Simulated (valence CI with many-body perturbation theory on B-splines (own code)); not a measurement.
## Level structure of Ga²⁴⁺

Calculated by configuration interaction combined with many-body perturbation theory (CI+MBPT): five valence electrons over a frozen Dirac-Fock core [He], a basis of 9 s, 9 p, 8 d, 6 f, 3 g, 1 h functions for each j, with the one-electron correlation potential Σ1 (screened to all orders), the two-electron term Σ2, the three-electron term Σ3, Breit, model QED; selected single and double excitations, second order for the rest, scaled by the run's own slope (own B-spline code, finite nucleus).

No measured levels were compared; by estimate levels of excited configurations hold to 0.05 to 0.15 % of their energy, terms of the ground configuration to about 0.5 %. Among the levels kept, up to 3900 cm⁻¹ of a level comes from second order outside the variational space, and about a tenth of that is noise between levels of different J, which matters for small intervals.

Levels 1 to 45 of 63, with energies above the lowest level, (2s^2 2p1/2^2 2p3/2) J=3/2. "Leading %" is the weight of the configuration and term that name the level; weights of strongly mixed levels are sums over their largest components and can fall short, so below about 35 % the name and the second component can differ from the true leading terms, or belong to a minority configuration. In the jj column 3d3/2^4 stands for four electrons in 3d with j = 3/2.

```
No.  Configuration  Term    J  E (eV)  Leading %     Second component      g                     Leading jj
  1        2s2.2p3   4S°  3/2     0.0         66     24 % 2s2.2p3 2P°  1.721      2s^2 2p1/2^2 2p3/2 (79 %)
  2        2s2.2p3   2D°  3/2    25.9         62     26 % 2s2.2p3 4S°  1.167      2s^2 2p1/2 2p3/2^2 (82 %)
  3        2s2.2p3   2D°  5/2    35.0        100                       1.195     2s^2 2p1/2 2p3/2^2 (100 %)
  4        2s2.2p3   2P°  1/2    48.3         99                       0.658      2s^2 2p1/2 2p3/2^2 (99 %)
  5        2s2.2p3   2P°  3/2    69.6         64     28 % 2s2.2p3 2D°  1.232            2s^2 2p3/2^3 (94 %)
  6         2s.2p4    4P  5/2   126.1         93        7 % 2s.2p4 2D  1.568      2s 2p1/2^2 2p3/2^2 (88 %)
  7         2s.2p4    4P  3/2   144.3         92        5 % 2s.2p4 2D  1.668        2s 2p1/2 2p3/2^3 (66 %)
  8         2s.2p4    4P  1/2   147.4         85       15 % 2s.2p4 2S  2.559      2s 2p1/2^2 2p3/2^2 (58 %)
  9         2s.2p4    2D  3/2   175.3         80       12 % 2s.2p4 2P  0.931        2s 2p1/2 2p3/2^3 (53 %)
 10         2s.2p4    2D  5/2   181.9         93        7 % 2s.2p4 4P  1.222        2s 2p1/2 2p3/2^3 (88 %)
 11         2s.2p4    2S  1/2   200.0         54       35 % 2s.2p4 2P  1.595        2s 2p1/2 2p3/2^3 (46 %)
 12         2s.2p4    2P  3/2   208.3         85       14 % 2s.2p4 2D  1.253        2s 2p1/2 2p3/2^3 (80 %)
 13         2s.2p4    2P  1/2   235.3         64       31 % 2s.2p4 2S  1.167              2s 2p3/2^4 (71 %)
 14            2p5   2P°  3/2   321.6         98                       1.329         2p1/2^2 2p3/2^3 (98 %)
 15            2p5   2P°  1/2   351.1         98                       0.659           2p1/2 2p3/2^4 (98 %)
 16     2s2.2p2.3s    4P  1/2  1338.6         65   18 % 2s2.2p2.3s 2P  2.191         2s^2 2p1/2^2 3s (92 %)
 17     2s2.2p2.3s    4P  3/2  1360.3         91    7 % 2s2.2p2.3s 2P  1.696     2s^2 2p1/2 2p3/2 3s (98 %)
 18     2s2.2p2.3s    2P  1/2  1364.5         74   24 % 2s2.2p2.3s 4P  1.154     2s^2 2p1/2 2p3/2 3s (97 %)
 19     2s2.2p2.3s    4P  5/2  1368.4         62   36 % 2s2.2p2.3s 2D  1.448     2s^2 2p1/2 2p3/2 3s (90 %)
 20     2s2.2p2.3p   4D°  1/2  1370.1         48  27 % 2s2.2p2.3p 2P°  0.689      2s^2 2p1/2^2 3p1/2 (92 %)
 21     2s2.2p2.3s    2P  3/2  1372.1         51   45 % 2s2.2p2.3s 2D  1.089     2s^2 2p1/2 2p3/2 3s (95 %)
 22     2s2.2p2.3p   4D°  3/2  1381.5         42  26 % 2s2.2p2.3p 4P°  1.343      2s^2 2p1/2^2 3p3/2 (84 %)
 23     2s2.2p2.3p   2S°  1/2  1391.5         35  32 % 2s2.2p2.3p 4D°  1.545  2s^2 2p1/2 2p3/2 3p1/2 (94 %)
 24     2s2.2p2.3p   4D°  3/2  1395.4         44  28 % 2s2.2p2.3p 2D°  1.187  2s^2 2p1/2 2p3/2 3p1/2 (91 %)
 25     2s2.2p2.3s    2D  5/2  1398.5         62   36 % 2s2.2p2.3s 4P  1.344         2s^2 2p3/2^2 3s (89 %)
 26     2s2.2p2.3p   4D°  5/2  1400.3         74  15 % 2s2.2p2.3p 2F°  1.274  2s^2 2p1/2 2p3/2 3p1/2 (54 %)
 27     2s2.2p2.3s    2D  3/2  1401.1         52   40 % 2s2.2p2.3s 2P  1.066         2s^2 2p3/2^2 3s (94 %)
 28     2s2.2p2.3p   4P°  5/2  1401.9         47  37 % 2s2.2p2.3p 2D°  1.380  2s^2 2p1/2 2p3/2 3p3/2 (63 %)
 29     2s2.2p2.3p   4P°  1/2  1403.1         53  22 % 2s2.2p2.3p 2S°  2.026  2s^2 2p1/2 2p3/2 3p3/2 (91 %)
 30     2s2.2p2.3p   2D°  3/2  1405.8         54  23 % 2s2.2p2.3p 4P°  1.229  2s^2 2p1/2 2p3/2 3p3/2 (93 %)
 31     2s2.2p2.3p   4D°  7/2  1409.2         64  34 % 2s2.2p2.3p 2F°  1.326  2s^2 2p1/2 2p3/2 3p3/2 (88 %)
 32     2s2.2p2.3p   4S°  3/2  1410.8         47  29 % 2s2.2p2.3p 2P°  1.714  2s^2 2p1/2 2p3/2 3p1/2 (53 %)
 33     2s2.2p2.3p   2P°  3/2  1414.6         59  20 % 2s2.2p2.3p 2D°  1.218  2s^2 2p1/2 2p3/2 3p3/2 (59 %)
 34     2s2.2p2.3d    4F  3/2  1416.9         49   15 % 2s2.2p2.3d 2D  0.731      2s^2 2p1/2^2 3d3/2 (92 %)
 35     2s2.2p2.3p   2F°  5/2  1417.6         36  23 % 2s2.2p2.3p 4P°  1.187  2s^2 2p1/2 2p3/2 3p3/2 (74 %)
 36     2s2.2p2.3s    2S  1/2  1419.4         80    9 % 2s2.2p2.3s 4P  1.981         2s^2 2p3/2^2 3s (92 %)
 37     2s2.2p2.3d    4F  5/2  1422.5         32   27 % 2s2.2p2.3d 4D  1.190      2s^2 2p1/2^2 3d5/2 (86 %)
 38     2s2.2p2.3p   2P°  1/2  1423.2         73  15 % 2s2.2p2.3p 2S°  0.816  2s^2 2p1/2 2p3/2 3p3/2 (71 %)
 39      2s.2p3.3s   6S°  5/2  1433.1         86    9 % 2s.2p3.3s 4P°  1.921     2s 2p1/2^2 2p3/2 3s (48 %)
 40     2s2.2p2.3p   2D°  3/2  1436.3         36  27 % 2s2.2p2.3p 2P°  1.265      2s^2 2p3/2^2 3p1/2 (76 %)
 41     2s2.2p2.3p   2D°  5/2  1438.0         50  23 % 2s2.2p2.3p 4P°  1.235      2s^2 2p3/2^2 3p3/2 (88 %)
 42     2s2.2p2.3d    2P  3/2  1439.4         41   37 % 2s2.2p2.3d 4F  0.979  2s^2 2p1/2 2p3/2 3d3/2 (93 %)
 43     2s2.2p2.3p   2F°  7/2  1439.7         64  33 % 2s2.2p2.3p 4D°  1.238      2s^2 2p3/2^2 3p3/2 (87 %)
 44     2s2.2p2.3p   2D°  5/2  1439.9         67  18 % 2s2.2p2.3p 2F°  1.163      2s^2 2p3/2^2 3p1/2 (81 %)
 45     2s2.2p2.3d    4F  5/2  1440.7         51   36 % 2s2.2p2.3d 2F  1.015  2s^2 2p1/2 2p3/2 3d3/2 (89 %)
```

The ionisation energy to 2s2.2p2 3P_0 of the next ion comes out as 2390.2 eV (NIST: 2391 ± 18 eV (semi-empirical)). All 63 levels together are meant to be complete up to 1465.5 eV.
